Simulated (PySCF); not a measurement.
These are ωB97X-D3(BJ)/def2-TZVP // PBE0-D3(BJ)/def2-TZVP in PySCF 2.14.0 values and carry that method's errors. Isolated molecules, 0 K electronic values unless said otherwise. 

Reference species (SMILES): `IBI` (neutral, multiplicity 1).

| Property | Value |
|---|---|
| dipole moment | 0.24 D |

Changed species: `IB(I)I` (whole molecule; the reference has whole molecule).

Question: Predict the effect on the dipole moment.

Answer: the dipole moment falls by 0.24 D, to 0.00 D.
